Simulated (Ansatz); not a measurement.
Job for Ansatz (a program for electronic structure): R-CCSD(T)/def2-TZVPP on H2INSn (SMILES [NH2][Sn][I]), a point of a torsion scan. Elements past Kr take the def2 small-core potentials; no spin–orbit coupling. The run froze 19 orbitals, filled d shells among them.

Ansatz 0.2 input:
```yaml
crystal:
  periodic: [false, false, false]
  atoms:
    - {symbol: N, position_ang: [-0.97689961, 0.10254381, -0.14862989]}
    - {symbol: Sn, position_ang: [0.91133806, 0.94394117, -0.34215390]}
    - {symbol: I, position_ang: [0.82909503, 1.35798406, -3.02901579]}
    - {symbol: H, position_ang: [-1.30211559, -0.73731668, -0.60945025]}
    - {symbol: H, position_ang: [-1.39599376, 0.07423136, 0.77431325]}
basis:
  gaussian:
    orbitals: def2-TZVPP
magnetization: {spin_polarized: false}
correlation: {method: ccsd_t, electrons: outside_noble_gas}
scf: {lower_state_search: off}
```

Problem. What total energy does the run end on?

Solution. -566.2046 hartree (reference determinant -565.7203, T1 diagnostic 0.017).

Problem. How many basis functions does it have, and what does it roughly cost on one machine?

Solution. 159 functions; around 40 core-seconds (rough).
